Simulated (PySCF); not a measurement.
This PySCF input asks for the NMR shieldings of `C=CO[C@@H](CCl)O[SiH3]`, C$_{4}$H$_{9}$ClO$_{2}$Si; the geometry comes from GFN2-xTB.

```python
import basis_set_exchange as bse
import numpy as np
from pyscf import gto, dft
from pyscf.prop import nmr

atoms = """
C     2.327574    0.898640   -0.381721
C     2.233946   -0.403913   -0.188433
O     1.110200   -1.173365   -0.070044
C    -0.133340   -0.545156   -0.187498
C    -1.156018   -1.681605   -0.242718
Cl   -2.720544   -1.057535   -0.762407
O    -0.337534    0.294680    0.878439
Si   -1.523024    1.366401    1.193184
H     1.474031    1.548775   -0.439516
H     3.294349    1.357926   -0.465837
H     3.099306   -1.046686   -0.107501
H    -0.174013    0.030789   -1.132437
H    -0.829987   -2.433938   -0.959315
H    -1.268669   -2.120389    0.747983
H    -2.700981    0.699760    1.742946
H    -1.883323    2.090429   -0.027849
H    -0.818971    2.187216    2.165929
"""
names = dict.fromkeys(["C", "O", "Cl", "Si", "H"], "pcSseg-1")
basis = {el: gto.basis.parse(bse.get_basis(n, elements=[el], fmt="nwchem")) for el, n in names.items()}
mol = gto.M(atom=atoms, basis=basis, charge=0, verbose=0)
mf = dft.RKS(mol, xc="PBE0")
mf.grids.level = 2
mf.grids.alignment = dft.numint.BLKSIZE   # the property module wants whole blocks of grid points
mf.conv_tol = 1e-9
mf.kernel()

calc = nmr.RKS(mf)   # GIAO
C = mf.mo_coeff
Co = C[:, mf.mo_occ > 0]
resp = mf.gen_response(singlet=True, hermi=2)
def vind(x):   # induced exchange potential for any number of trial vectors
    d = np.einsum("pi,xij,qj->xpq", C, 2 * x.reshape(-1, C.shape[1], Co.shape[1]), Co, optimize=True)
    return np.einsum("xpq,pi,qj->xij", resp(d - d.transpose(0, 2, 1)), C, Co, optimize=True).ravel()
mo1, _ = nmr.rhf.solve_mo1(calc, with_cphf=vind)
sigma = calc.kernel(mo1)
for i, s in enumerate(sigma):   # ppm
    w = np.linalg.eigvalsh((s + s.T) / 2)
    print("%2d %-2s iso %8.1f  s11 %8.1f  s22 %8.1f  s33 %8.1f" % (i, mol.atom_pure_symbol(i), w.mean(), *w))
```

Question: What does it print?

Answer: 
```
 0 C  iso     93.6  s11     -2.5  s22    108.9  s33    174.5
 1 C  iso     30.2  s11    -77.4  s22     63.2  s33    104.7
 2 O  iso    159.2  s11     92.0  s22    133.3  s33    252.3
 3 C  iso     88.0  s11     68.1  s22     92.3  s33    103.7
 4 C  iso    132.9  s11    108.9  s22    134.5  s33    155.3
 5 Cl iso    894.6  s11    768.7  s22    864.1  s33   1051.1
 6 O  iso    280.3  s11    229.0  s22    269.6  s33    342.3
 7 Si iso    390.2  s11    348.7  s22    365.2  s33    456.6
 8 H  iso     27.4  s11     23.9  s22     26.8  s33     31.5
 9 H  iso     27.3  s11     25.6  s22     26.3  s33     29.9
10 H  iso     25.1  s11     21.5  s22     26.8  s33     27.1
11 H  iso     26.6  s11     24.1  s22     27.1  s33     28.5
12 H  iso     28.0  s11     21.4  s22     28.5  s33     34.1
13 H  iso     28.0  s11     23.3  s22     27.5  s33     33.1
14 H  iso     26.5  s11     22.1  s22     26.0  s33     31.2
15 H  iso     26.6  s11     24.0  s22     24.7  s33     31.1
16 H  iso     26.9  s11     22.7  s22     25.3  s33     32.6
```

These numbers come from an equivalent density-fitted implementation of the same equations, which agrees with the script to about 0.01 ppm for H and up to a few tenths of a ppm for heavy atoms, so last digits may differ.

Question: Turn these shieldings into chemical shifts. Chemical shifts δ = σref − σ; ¹³C (σref 186.93) and ²⁹Si (σref 349.16) and ¹H (σref 31.72) vs TMS; H2O for ¹⁷O (σref 336.08); ³⁵Cl (σref 949.78) vs HCl, all at this level.

Answer: Averaging equivalent atoms: C 1: 156.7; C 3: 98.9; C 0: 93.3; C 4: 54.0; O 2: 176.9; O 6: 55.8; Cl 5: 55; Si 7: -41.0; H 10: 6.58; H 11: 5.14; H 14/15/16: 5.06; H 9: 4.46; H 8: 4.31; H 13: 3.75; H 12: 3.74 ppm. Experimental scales use liquid or dissolved standards, which lie at an offset from isolated H2O (liquid H2O: subtract about 36 ppm).

Size and cost of the density-fitted run: 195 basis functions, 52 s wall time on 1 thread of an Intel Xeon, shared host; peak memory 0.86 GiB.
